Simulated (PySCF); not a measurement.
C₆ coefficients of unlike pairs at B97-3

Calculated with PySCF 2.14 from the dipole response of each species, C₆(A,B) = (3/π) ∫ α_A(iu) α_B(iu) du, in atomic units, from isotropic polarisabilities. For ions this is the dispersion term alone; charge-induced terms of lower order in 1/R come first.

```
species                configuration                                                                        basis      relativity  α (bohr³)  C₆ (like pair)
     Pb  [Xe] 4f14 5d10 6s2 6p2 (3P)                                      aug-cc-pVTZ-PP with ECP60MDF (6s5p4d2f)  core potential      65.37           756.8
 Al(3+)                    [Ne] (1S)                                                     dyall-acv3z (19s12p6d4f)            none     0.2763          0.2574
 Br(2+)       [Ar] 3d10 4s2 4p3 (4S)                                                       def2-TZVPPD (7s6p5d1f)            none      8.394           39.84
 Ne(2+)            [He] 2s2 2p4 (3P)  aug-cc-pVTZ with one added diffuse shell each of s, p, d, f type (6s5p4d3f)            none     0.8514           1.077
```

(1) Estimate C₆ for Ne(2+) with Pb.

No spin-orbit coupling is included, so Pb, close to jj coupling, stand for model states.

The other pairs:

```csv
pair,C₆
"Ne(2+), Al(3+)",0.4970
"Al(3+), Pb",7.344
"Br(2+), Al(3+)",2.302
"Ne(2+), Br(2+)",5.835
"Br(2+), Pb",156.5
```

Results:

(1) The integral gives 19.93. The combination rule 2 C_A C_B / (C_A α_B/α_A + C_B α_A/α_B) gives 17.62 and the geometric mean 28.55.
